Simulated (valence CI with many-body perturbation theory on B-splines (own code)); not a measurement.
Values are calculated unless marked as measured or tabulated.
**Ladder of approximations for Kr30+**

Method: configuration interaction combined with many-body perturbation theory (CI+MBPT): four valence electrons over a frozen Dirac-Fock core [He], radial functions for each j: 11 s, 11 p, 9 d, 7 f, 5 g, 2 h, 1 i, with the one-electron correlation potential Σ1, the two-electron term Σ2, the three-electron term Σ3, Breit, model QED; selected CI, second order for the rest (own B-spline code, finite nucleus).

No measured spectrum was set against this ion. As an estimate, large intervals hold to a few tenths of a per cent, small ones and those within an open d or f shell to about a per cent. Among the levels kept, up to 250 cm⁻¹ of a level comes from second order outside the variational space, and about a tenth of that is noise between levels of different J, which matters for small intervals.

Each rung adds one term. CI alone is the Dirac-Coulomb CI over the frozen core; QED comes last and gives the full result, which names the levels. Energies are above (2s^2 2p1/2^2) J=0 on the same rung, in × 10³ cm⁻¹.

Levels are named by their leading jj configuration (3d3/2^4 stands for four electrons in 3d with j = 3/2), which in mixed levels can hold well under half, so a name can repeat and another be missing. Letters in brackets count levels of one name in rising energy.

```tsv
Level	CI alone
(2s^2 2p1/2 2p3/2) J=1	406.20
(2s^2 2p1/2 2p3/2) J=2	495.19
(2s^2 2p3/2^2) J=2	957.37
(2s^2 2p3/2^2) J=0	1142.8
(2s 2p1/2^2 2p3/2) J=2	1194.1
(2s 2p1/2^2 2p3/2) J=1	1546.1
(2s 2p1/2 2p3/2^2) J=2 [a]	1674.9
(2s 2p1/2 2p3/2^2) J=3	1817.7
(2s 2p1/2 2p3/2^2) J=0	1973.2
(2s 2p1/2 2p3/2^2) J=1 [a]	2023.9
(2s 2p1/2 2p3/2^2) J=2 [b]	2094.6
(2s 2p1/2 2p3/2^2) J=1 [b]	2176.1
(2s 2p3/2^3) J=2	2464.3
(2s 2p3/2^3) J=1	2724.7
(2p1/2^2 2p3/2^2) J=2	3074.8
(2p1/2^2 2p3/2^2) J=0	3269.1
```

**Question.** What do these energies become with core correlation, Breit and QED?

**Answer.** (2s^2 2p1/2 2p3/2) J=1 396.67 (-9.53); (2s^2 2p1/2 2p3/2) J=2 478.54 (-16.65); (2s^2 2p3/2^2) J=2 934.62 (-22.75); (2s^2 2p3/2^2) J=0 1127.2 (-15.62); (2s 2p1/2^2 2p3/2) J=2 1175.0 (-19.12); (2s 2p1/2^2 2p3/2) J=1 1530.7 (-15.38); (2s 2p1/2 2p3/2^2) J=2 [a] 1653.5 (-21.39); (2s 2p1/2 2p3/2^2) J=3 1784.1 (-33.51); (2s 2p1/2 2p3/2^2) J=0 1954.4 (-18.78); (2s 2p1/2 2p3/2^2) J=1 [a] 1999.9 (-23.96); (2s 2p1/2 2p3/2^2) J=2 [b] 2064.1 (-30.53); (2s 2p1/2 2p3/2^2) J=1 [b] 2151.5 (-24.56); (2s 2p3/2^3) J=2 2430.6 (-33.71); (2s 2p3/2^3) J=1 2690.8 (-33.92); (2p1/2^2 2p3/2^2) J=2 3043.5 (-31.29); (2p1/2^2 2p3/2^2) J=0 3244.0 (-25.04).

**Question.** How does the ionisation energy move along the ladder, and which term matters most?

**Answer.** CI alone 3593.4, + Σ1 3593.7, + Σ2 3593.7, + Σ3 3593.6, + Breit 3590.2, + QED 3590.4 eV. The largest step is Breit, -3.4 eV. NIST lists 3584 ± 4 eV (semi-empirical).
